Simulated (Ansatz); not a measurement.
GaH2(OH) (GaOH3), 5 atoms. Hardware: 4 threads of Arm Neoverse V2 on a shared host.

Correlated methods freeze 10 core orbitals; core or outer-core shells of Ga are correlated, in sets that lack core-valence functions.

How many basis functions does each of these Ansatz runs have, and roughly what does it cost? r2SCAN-D4/def2-TZVPD, charge -1 doublet at the geometry of the charge 0 singlet, energy, from earlier orbitals; PBE-D4/def2-SVP, charge 0 singlet, energy, from earlier orbitals; B3LYP-D4/def2-TZVP, charge 0 singlet, energy, from earlier orbitals; r2SCAN-D4/def2-TZVP, charge 1 doublet at the geometry of the charge 0 singlet, energy, from earlier orbitals; PBE-D4/def2-TZVP, charge 0 triplet at the geometry of the charge 0 singlet, energy, from earlier orbitals; LDA (SPW92)/def2-TZVP, charge 0 singlet, energy, from earlier orbitals; PBE0-D4/def2-TZVPD, charge -1 doublet at the geometry of the charge 0 singlet, energy; CCSD(T)/def2-TZVPP, charge 0 singlet, energy, from earlier orbitals; CCSD(T)/def2-TZVPD, charge 0 singlet, energy, from earlier orbitals; B2PLYP/def2-TZVP, charge 0 singlet, energy and forces, from earlier orbitals; CCSD(T)/def2-TZVPP, charge 1 doublet at the geometry of the charge 0 singlet, energy, from earlier orbitals; r2SCAN-D4/def2-TZVP, charge 0 triplet at the geometry of the charge 0 singlet, energy, from earlier orbitals.

Other jobs shared the machine, so times can vary by a factor of up to 3. A dash marks memory too small to be measured apart from the calling script's.

```tsv
run	functions	fitting or Cholesky vectors	wall time	peak host memory (GiB)
LDA (SPW92)/def2-TZVP, charge 0 singlet, energy, from earlier orbitals	97	651	0.3 s	–
PBE-D4/def2-SVP, charge 0 singlet, energy, from earlier orbitals	61	672	0.35 s	–
B3LYP-D4/def2-TZVP, charge 0 singlet, energy, from earlier orbitals	97	686	0.55 s	–
B2PLYP/def2-TZVP, charge 0 singlet, energy and forces, from earlier orbitals	97	675	2 s	–
PBE-D4/def2-TZVP, charge 0 triplet at the geometry of the charge 0 singlet, energy, from earlier orbitals	97	651	2.1 s	–
PBE0-D4/def2-TZVPD, charge -1 doublet at the geometry of the charge 0 singlet, energy	121	761	2.8 s	–
r2SCAN-D4/def2-TZVPD, charge -1 doublet at the geometry of the charge 0 singlet, energy, from earlier orbitals	121	713	3 s	–
r2SCAN-D4/def2-TZVP, charge 1 doublet at the geometry of the charge 0 singlet, energy, from earlier orbitals	97	651	3.9 s	–
r2SCAN-D4/def2-TZVP, charge 0 triplet at the geometry of the charge 0 singlet, energy, from earlier orbitals	97	651	4.4 s	–
CCSD(T)/def2-TZVPP, charge 0 singlet, energy, from earlier orbitals	121	749	4.4 s	–
CCSD(T)/def2-TZVPD, charge 0 singlet, energy, from earlier orbitals	121	820	4.6 s	0.55
CCSD(T)/def2-TZVPP, charge 1 doublet at the geometry of the charge 0 singlet, energy, from earlier orbitals	121	749	25 s	1.1
```
